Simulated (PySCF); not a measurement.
C3H9O3Si, SMILES [Si](OC)(C)([O])OC, multiplicity 2.

Geometry: B3LYP-D3(BJ)/def2-SVP. The isomer is the one that the SMILES or the coordinates give; other isomers of the formula were not compared. One conformer was computed; it need not be the lowest.

Method: PBE/def2-TZVP in PySCF.

Task: Estimate the frontier levels, dipole moment. (Estimate from the structure and the level; the computed values follow.)

Result: 
```json
{
 "α spin, highest occupied and lowest empty level": "-6.72 and 0.02 eV",
 "β spin, highest occupied and lowest empty level": "-6.61 and -6.01 eV",
 "dipole_moment": "2.09 D",
 "quadrupole, principal values (traceless, Buckingham form, about the centre of nuclear charge)": "-11.25, -0.09, 11.35 D·Å",
 "⟨S²⟩": "0.753 (pure state 0.75)"
}
```
